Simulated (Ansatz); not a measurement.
Input file for CH₁₀B₂Si₂ (`B[SiH2]B[SiH2]C`):

```yaml
crystal:
  periodic: [false, false, false]
  atoms:
    - {symbol: B, position_ang: [-0.611812, 2.183598, 1.169655]}
    - {symbol: Si, position_ang: [-1.745878, 0.735032, 0.365301]}
    - {symbol: B, position_ang: [-0.683514, -0.868096, 0.931920]}
    - {symbol: Si, position_ang: [0.851323, -1.584546, -0.141736]}
    - {symbol: C, position_ang: [1.457004, -0.457623, -1.512567]}
    - {symbol: H, position_ang: [-0.857725, 2.643405, 2.244721]}
    - {symbol: H, position_ang: [0.372316, 2.562651, 0.606072]}
    - {symbol: H, position_ang: [-3.143996, 0.745026, 0.880213]}
    - {symbol: H, position_ang: [-1.770092, 0.864650, -1.121492]}
    - {symbol: H, position_ang: [-0.960112, -1.398058, 1.969500]}
    - {symbol: H, position_ang: [1.991724, -1.950123, 0.751197]}
    - {symbol: H, position_ang: [0.334076, -2.863187, -0.725656]}
    - {symbol: H, position_ang: [1.838503, 0.480812, -1.102704]}
    - {symbol: H, position_ang: [2.261076, -0.928106, -2.082451]}
    - {symbol: H, position_ang: [0.645207, -0.216238, -2.202473]}
basis:
  gaussian: {orbitals: def2-TZVPP}
correlation: {method: ccsd_t}
```

```sh
$ ansatz run in.yaml --threads 4 --pin off --events-out ev --progress --plain --max-ram 10444MiB
```

Log, shortened:

```
Functional definition: HF
1809 factors; integrals over basis functions are off by at most 9.0e-4 eV
mean field evaluation 1: about -18252.5944 eV, gradient 2.9e1 eV
mean field evaluation 2: about -18252.8156 eV, gradient 3.0e1 eV
mean field evaluation 4: about -18256.2666 eV, gradient 3.8e0 eV
mean field evaluation 8: about -18256.3473 eV, gradient 1.9e-1 eV
mean field -18256.34774785 eV, -670.9084051365 hartree, gradient 1.7e-6 eV, S^2 0.000000; 0 other end points of the search recorded, 0 dependent functions left out
13 core orbitals not correlated: weight in the atoms' cores, before any rotation towards them, 1.000 or more for the frozen orbitals, at most 0.000 for the correlated occupied ones
reference -18256.34774785 eV, -670.9084051365 hartree; 14, 14 occupied and 290, 290 virtual orbitals, 1809 factors
second order -17.06357995 eV of doubles, -0.00000000 eV of singles
cycle   1  -18.69502476 eV  change    -1.6e0 eV  update   1.0e-1
cycle   2  -19.31599316 eV  change   -6.2e-1 eV  update   3.4e-2
cycle   3  -19.38734805 eV  change   -7.1e-2 eV  update   1.6e-2
cycle   4  -19.38042139 eV  change    6.9e-3 eV  update   6.8e-3
cycle   5  -19.37797971 eV  change    2.4e-3 eV  update   3.4e-3
cycle   6  -19.37830099 eV  change   -3.2e-4 eV  update   1.3e-3
cycle   7  -19.37850997 eV  change   -2.1e-4 eV  update   4.6e-4
cycle   8  -19.37869779 eV  change   -1.9e-4 eV  update   2.1e-4
cycle   9  -19.37871448 eV  change   -1.7e-5 eV  update   9.8e-5
cycle  10  -19.37865431 eV  change    6.0e-5 eV  update   5.2e-5
cycle  11  -19.37866060 eV  change   -6.3e-6 eV  update   2.8e-5
perturbative correction -0.71471375 eV, -0.0262652459 hartree
Total energy: -18276.44112220 eV, -671.6468230240 hartree
```

Hardware: 4 threads of an AMD EPYC 9R14 on a shared host. Wall time 9.3 min, peak host memory 4.3 GiB.

MP2 recovers 84.9 % of the CCSD(T) correlation energy and the triples give 3.6 %; T1 = 0.0149.
